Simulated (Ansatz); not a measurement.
`C[N](C)[Al]([N](C)C)[N](C)C`. Charge 0, multiplicity 1. Geometry: relaxed with PBE0-D4/def2-TZVP. It is one conformer, not always the lowest.

```xyz
28

C    -1.272   -2.514   -0.387
N    -1.112   -1.326    0.411
C    -1.955   -1.335    1.579
Al    0.000    0.000    0.001
N     0.426    0.308   -1.698
C     1.669    0.902   -2.118
C    -0.432   -0.007   -2.811
N     0.685    1.017    1.288
C     1.093    2.385    1.096
C     0.896    0.570    2.640
H    -0.609   -2.494   -1.255
H    -2.303   -2.627   -0.756
H    -1.037   -3.423    0.188
H    -1.832   -0.416    2.157
H    -1.727   -2.182    2.245
H    -3.019   -1.417    1.311
H     1.513    1.848   -2.659
H     2.312    1.113   -1.260
H     2.229    0.236   -2.793
H    -1.375   -0.438   -2.468
H     0.034   -0.729   -3.499
H    -0.673    0.889   -3.403
H     0.905    2.710    0.070
H     0.546    3.069    1.764
H     2.166    2.529    1.301
H     0.320    1.164    3.366
H     0.599   -0.475    2.757
H     1.954    0.647    2.933
```

Q: What is the dipole moment at PBE/def2-TZVPP? (Estimate.)

A: Computed: 0.00 D, zero by symmetry or nearly so.

Q: Give the Mulliken charges with PBE, B3LYP, r2SCAN in def2-TZVPP. (Estimate.)

A: The calculation gave: 
```json
{"atom": "C1", "PBE": "-0.18", "B3LYP": "-0.18", "r2SCAN": "-0.05"}
{"atom": "N2", "PBE": "-0.16", "B3LYP": "-0.23", "r2SCAN": "-0.25"}
{"atom": "C3", "PBE": "-0.18", "B3LYP": "-0.18", "r2SCAN": "-0.05"}
{"atom": "Al4", "PBE": "0.19", "B3LYP": "0.32", "r2SCAN": "0.32"}
{"atom": "N5", "PBE": "-0.16", "B3LYP": "-0.23", "r2SCAN": "-0.25"}
{"atom": "C6", "PBE": "-0.18", "B3LYP": "-0.18", "r2SCAN": "-0.05"}
{"atom": "C7", "PBE": "-0.18", "B3LYP": "-0.18", "r2SCAN": "-0.05"}
{"atom": "N8", "PBE": "-0.16", "B3LYP": "-0.23", "r2SCAN": "-0.25"}
{"atom": "C9", "PBE": "-0.18", "B3LYP": "-0.18", "r2SCAN": "-0.05"}
{"atom": "C10", "PBE": "-0.18", "B3LYP": "-0.18", "r2SCAN": "-0.05"}
{"atom": "H11", "PBE": "0.08", "B3LYP": "0.09", "r2SCAN": "0.04"}
{"atom": "H12", "PBE": "0.07", "B3LYP": "0.08", "r2SCAN": "0.04"}
{"atom": "H13", "PBE": "0.08", "B3LYP": "0.08", "r2SCAN": "0.04"}
{"atom": "H14", "PBE": "0.08", "B3LYP": "0.09", "r2SCAN": "0.04"}
{"atom": "H15", "PBE": "0.07", "B3LYP": "0.08", "r2SCAN": "0.04"}
{"atom": "H16", "PBE": "0.08", "B3LYP": "0.08", "r2SCAN": "0.04"}
{"atom": "H17", "PBE": "0.07", "B3LYP": "0.08", "r2SCAN": "0.04"}
{"atom": "H18", "PBE": "0.08", "B3LYP": "0.09", "r2SCAN": "0.04"}
{"atom": "H19", "PBE": "0.08", "B3LYP": "0.08", "r2SCAN": "0.04"}
{"atom": "H20", "PBE": "0.08", "B3LYP": "0.09", "r2SCAN": "0.04"}
{"atom": "H21", "PBE": "0.07", "B3LYP": "0.08", "r2SCAN": "0.04"}
{"atom": "H22", "PBE": "0.08", "B3LYP": "0.08", "r2SCAN": "0.04"}
{"atom": "H23", "PBE": "0.08", "B3LYP": "0.09", "r2SCAN": "0.04"}
{"atom": "H24", "PBE": "0.08", "B3LYP": "0.08", "r2SCAN": "0.04"}
{"atom": "H25", "PBE": "0.07", "B3LYP": "0.08", "r2SCAN": "0.04"}
{"atom": "H26", "PBE": "0.07", "B3LYP": "0.08", "r2SCAN": "0.04"}
{"atom": "H27", "PBE": "0.08", "B3LYP": "0.09", "r2SCAN": "0.04"}
{"atom": "H28", "PBE": "0.08", "B3LYP": "0.08", "r2SCAN": "0.04"}
```

B3LYP here is the variant with VWN-RPA as its local correlation; programs differ in this.
